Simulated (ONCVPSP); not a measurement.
**Scattering properties, ONCV potential for As (Z = 33)**

As, optimised norm-conserving Vanderbilt (ONCV), made with ONCVPSP 4.0.1 (PBE, scalar-relativistic). Core [Ar], reference 3d10 4s1.75 4p3.25. Waves: 4s: rc 1.65 bohr, ncon 4, nbas 8, qcut 3.7 1/bohr, 1 projector; 4p: rc 1.55 bohr, ncon 3, nbas 8, qcut 4.6 1/bohr, 2 projectors, debl 3 Ha; 3d: rc 1.00 bohr, ncon 3, nbas 8, qcut 17.9 1/bohr, 3 projectors, debl 1 Ha. Local part: polynomial inside 0.90 bohr (lpopt 1, dvloc0 0 Ha). Core correction: none.

In the d channel the program set the typed energies aside and used -1.509, 0.250, 1.250 Ha.

The phase is arctan(r·R′/R) of the radial function R(r), unwrapped; energies in Ha, scanned from -3 to 5 Ha. A pole is an energy at which the radial function vanishes at the test radius. The pseudo phase is shifted by a multiple of π to meet the all-electron one at the reference energy, and phase errors are pseudo minus all-electron; the curves can meet again beyond the range given. Levels narrower than the energy grid can be missing from the lists of poles.

**Question.** For each channel, where are the poles, and over which energies does the pseudopotential scatter like the atom?

**Answer.**

```tsv
channel	radius (bohr)	reference energy (Ha)	poles, all-electron	poles, pseudo	unbroken range about the reference energy with phases within 0.05 rad	phase error 1 Ha above the reference energy (rad)
s	1.67	-0.54	2.10	-2.39, 2.05	-1.9 to 3.8	+0.001
p	1.57	-0.20	3.81	3.79	the whole range	-0.001
d	1.02	-1.51	-0.24	-0.24	the whole range	-0.000
```

Note: ghosts flagged at negative energy: s at -65.5 eV; GHOST(+) flagged for p at 160.1 eV. A true bound ghost makes a file unfit for plane-wave use.

Phases in the s channel:

```csv
E (Ha),all-electron,pseudo
-2.98,1.116,4.215
-2.54,1.022,3.951
-2.10,0.868,0.942
-1.66,0.584,0.614
-1.22,0.056,0.067
-0.78,-0.591,-0.591
-0.34,-1.008,-1.008
0.10,-1.228,-1.228
0.54,-1.356,-1.355
0.98,-1.439,-1.440
1.42,-1.500,-1.501
1.86,-1.548,-1.552
2.30,-1.589,-1.596
2.74,-1.627,-1.640
3.18,-1.666,-1.688
3.62,-1.708,-1.747
4.06,-1.758,-1.831
4.50,-1.823,-1.978
4.94,-1.919,-2.320
```
